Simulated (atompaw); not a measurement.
**PBE PAW (atompaw) dataset for silver (Ag), scalar-relativistic all-electron reference.**

atompaw 4.2.0.5 input, output lines left out:

```
Ag 47
GGA-PBE scalarrelativistic loggrid 1500 logderivrange -4 5 226
5 5 4 0 0 0
5 0 0
5 1 0
4 2 9
0 0 0
c
c
c
c
v
c
c
c
v
c
v
2
2.15 2.05 1.85 1.75
y
-1.15
n
y
-0.1
n
y
-1.8
n
custom polynom vanderbiltortho besselshape
3 0 troulliermartins
2.15
2.15
2.15
2.15
2.15
2.15
```

Poles of the logarithmic derivatives, all-electron (AE) and pseudo (PS). s: poles at 2.5 (AE) and 2.5 (PS) Ry. p: poles at 4.2 (AE) and 4.2 (PS) Ry. d: poles at -1.6 (AE) and -1.6 (PS) Ry. Test radius 2.16 bohr.

* Cutoffs needed: 35 Ry and 40 Ry (the cutoffs (Ry, on a coarse ladder) from which the occupation-weighted sum of valence levels, in a spherical-Bessel basis at the reference potential, stays within 10 and 1 mRy of its value at 400 Ry)
* Ghost test: ghost states, extra bound levels that the all-electron valence spectrum of the same l lacks: s at -145.5 eV, p at -83.7 eV; a true bound ghost makes a file unfit for plane-wave use (spherical-Bessel basis up to 400 Ry, 20 bohr box)
* Lowest eigenvalue of the overlap operator: 0.25 (s channel)
* Overlap eigenvalues printed by atompaw (projector basis): 0.0739, 1.9, 3.47, 8.2e+03, 9.88e+03, 1.17e+04
* Share of each valence orbital outside the PAW sphere: 5s 65 %, 5p 82 %, 4d 8 %
